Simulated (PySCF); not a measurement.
BrH3O3Sn, SMILES [Br][Sn]([OH])([OH])[OH]. Atoms are numbered in the order given.

```xyz
8

O      0.3188    -1.7941    -1.3437
Sn    -0.4498    -0.3686    -0.2258
O     -1.4594    -1.2100     1.2388
O     -1.7093     0.6682    -1.3260
Br     1.3506     1.1072     0.6780
H      0.9157    -1.4276    -2.0135
H     -0.8642    -1.6512     1.8636
H     -2.0336     1.4449    -0.8456
```

The structure is a stationary point at r2SCAN-D4/def2-SVP. The structure was generated by enumeration; whether it is a known compound was not checked. The def2 effective core potentials stand for the cores of Sn; spin–orbit coupling is left out. The values are those of a single conformer.

Calculation: r2SCAN-D4/def2-SVP (PySCF 2.14.0).

Frequencies are harmonic and unscaled.

| mode | ν (cm⁻¹) | IR (km/mol) | Raman (Å⁴/amu) | depolarisation | moving atoms (share of kinetic energy) |
|---|---|---|---|---|---|
| 1 | 27 | 39.3 | 2.6 | 0.75 | H 74 %, O 20 % |
| 2 | 32 | 39.0 | 2.6 | 0.75 | H 73 %, O 21 % |
| 3 | 139 | 38.4 | 2.0 | 0.75 | O 56 %, Sn 19 %, H 16 %, Br 10 % |
| 4 | 139 | 39.5 | 2.0 | 0.75 | O 56 %, Sn 19 %, H 16 %, Br 10 % |
| 5 | 154 | 45.3 | 1.7 | 0.48 | H 69 %, O 23 % |
| 6 | 179 | 9.5 | 0.8 | 0.75 | O 74 %, H 20 % |
| 7 | 179 | 9.6 | 0.8 | 0.74 | O 74 %, H 20 % |
| 8 | 186 | 115.4 | 4.9 | 0.43 | O 57 %, H 29 %, Br 13 % |
| 9 | 259 | 70.2 | 5.5 | 0.10 | Br 51 %, Sn 42 % |
| 10 | 615 | 41.3 | 32.1 | 0.00 | O 93 % |
| 11 | 646 | 84.5 | 6.6 | 0.75 | O 84 %, Sn 15 % |
| 12 | 646 | 84.5 | 6.6 | 0.75 | O 84 %, Sn 15 % |
| 13 | 860 | 78.0 | 1.7 | 0.75 | H 92 % |
| 14 | 860 | 78.6 | 1.6 | 0.75 | H 93 % |
| 15 | 860 | 81.6 | 1.3 | 0.73 | H 94 % |
| 16 | 3820 | 128.7 | 54.1 | 0.75 | H 94 % |
| 17 | 3820 | 129.1 | 53.9 | 0.75 | H 94 % |
| 18 | 3822 | 0.0 | 190.2 | 0.09 | H 94 % |
